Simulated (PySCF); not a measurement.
SCF from a fresh guess for singlet YbH₂, at the PBE0 minimum. PySCF input:

```python
from pyscf import gto, scf, dft
mol = gto.M(atom='''
Yb    -0.000000    -0.000000    -0.010324
H      1.863761     0.000000     0.890898
H     -1.863761     0.000000     0.890898''',
    basis={'Yb': 'def2-TZVP', 'H': 'def2-TZVP'},
    ecp={'Yb': 'def2-TZVP'},
    charge=0, spin=0)
mf = dft.RKS(mol, xc='PBE0')
mf.grids.atom_grid = (50, 194)
mf.grids.prune = None
aux = {'Yb': 'def2-universal-JKFIT', 'H': 'def2-universal-JKFIT'}
mf = mf.density_fit(auxbasis=aux)
mf.conv_tol = 1e-08
mf.diis_space = 10
mf.max_cycle = 60
mf.verbose = 4
# dm0: spherical densities of the free atoms in this basis, scaled to the electron count
mf.diis, mf.max_cycle = scf.ADIIS(), 15
mf.kernel(dm0)
mf.diis, mf.max_cycle = True, 60
mf.kernel(mf.make_rdm1())
```

Excerpt of the output (cycles and frontier levels):

```
init E= -1160.16795911692
  HOMO = -0.188896708481554  LUMO = -0.098702054452545  gap/eV = 2.45432
cycle= 1 E= -1160.32666716102  delta_E= -0.159  |g|= 0.742  |ddm|=  1.8
  HOMO = -0.169364360633438  LUMO = -0.0754001214440798  gap/eV = 2.55690
cycle= 2 E= -1160.21301845412  delta_E= 0.114  |g|= 2.05  |ddm|= 0.835
  HOMO = -0.18330609871558  LUMO = -0.0670445450142303  gap/eV = 3.16364
cycle= 3 E= -1160.37018378963  delta_E= -0.157  |g|= 0.14  |ddm|= 0.398
  HOMO = -0.191022606855965  LUMO = -0.0597779251051911  gap/eV = 3.57135
cycle= 4 E= -1160.36868309205  delta_E= 0.0015  |g|= 0.263  |ddm|= 0.267
  HOMO = -0.208669957056277  LUMO = -0.0641375895450373  gap/eV = 3.93293
cycle= 5 E= -1160.37397011285  delta_E= -0.00529  |g|= 0.167  |ddm|= 0.12
  HOMO = -0.183444869958629  LUMO = -0.063089577228002  gap/eV = 3.27503
cycle= 6 E= -1160.36838256029  delta_E= 0.00559  |g|= 0.437  |ddm|= 0.107
  HOMO = -0.198095293511565  LUMO = -0.0633406690689178  gap/eV = 3.66686
cycle= 7 E= -1160.37431845349  delta_E= -0.00594  |g|= 0.134  |ddm|= 0.0561
  HOMO = -0.202904688600191  LUMO = -0.0636093571000025  gap/eV = 3.79042
cycle= 8 E= -1160.37488729323  delta_E= -0.000569  |g|= 0.0245  |ddm|= 0.0274
  HOMO = -0.200887385947218  LUMO = -0.063295382826535  gap/eV = 3.74407
cycle= 9 E= -1160.37480704345  delta_E= 8.02e-05  |g|= 0.0543  |ddm|= 0.0158
  HOMO = -0.202130551505709  LUMO = -0.0634175418431049  gap/eV = 3.77457
cycle= 10 E= -1160.37490337211  delta_E= -9.63e-05  |g|= 0.0136  |ddm|= 0.00761
  HOMO = -0.202640704414439  LUMO = -0.0634904711056059  gap/eV = 3.78647
cycle= 11 E= -1160.37490860134  delta_E= -5.23e-06  |g|= 0.00673  |ddm|= 0.00398
  HOMO = -0.202336169256405  LUMO = -0.0634648884145257  gap/eV = 3.77888
cycle= 12 E= -1160.37490958159  delta_E= -9.8e-07  |g|= 0.00406  |ddm|= 0.00186
  HOMO = -0.202491434515266  LUMO = -0.0634641997446295  gap/eV = 3.78312
cycle= 13 E= -1160.37491007085  delta_E= -4.89e-07  |g|= 0.00138  |ddm|= 0.000997
  HOMO = -0.202411630982511  LUMO = -0.0634672706117456  gap/eV = 3.78087
cycle= 14 E= -1160.37491008427  delta_E= -1.34e-08  |g|= 0.00124  |ddm|= 0.0005
  HOMO = -0.202451437310308  LUMO = -0.0634661168949258  gap/eV = 3.78198
cycle= 15 E= -1160.37491014211  delta_E= -5.78e-08  |g|= 0.000116  |ddm|= 0.000273
SCF not converged.
init E= -1160.37491014211
  HOMO = -0.202437973564185  LUMO = -0.0634644317275033  gap/eV = 3.78166
cycle= 1 E= -1160.37491013846  delta_E= 3.65e-09  |g|= 0.000351  |ddm|= 9.17e-05
  HOMO = -0.202475771167684  LUMO = -0.0634676250688599  gap/eV = 3.78260
cycle= 2 E= -1160.37491010433  delta_E= 3.41e-08  |g|= 0.00106  |ddm|= 0.000261
  HOMO = -0.202447339049376  LUMO = -0.063465295442203  gap/eV = 3.78189
cycle= 3 E= -1160.37491014278  delta_E= -3.84e-08  |g|= 5.91e-06  |ddm|= 0.00019
  HOMO = -0.202447097814296  LUMO = -0.0634651449010022  gap/eV = 3.78189
cycle= 4 E= -1160.37491014279  delta_E= -8.64e-12  |g|= 1.62e-06  |ddm|= 7.34e-06
  HOMO = -0.202446905336351  LUMO = -0.0634651661104897  gap/eV = 3.78189
Extra cycle  E= -1160.37491014279  delta_E= -3.64e-12  |g|= 2.23e-06  |ddm|= 5.81e-06
converged SCF energy = -1160.37491014279
```

No lower solution of this spin was found by a stability analysis within the restricted form, which does not test spin polarisation.

Stability towards spin polarisation was not tested.

The search for the lowest solution, with the stability check, took 9 s on 2 threads of a shared Arm Neoverse N1 host, with 108 basis functions; the process peaked at 0.37 GiB.
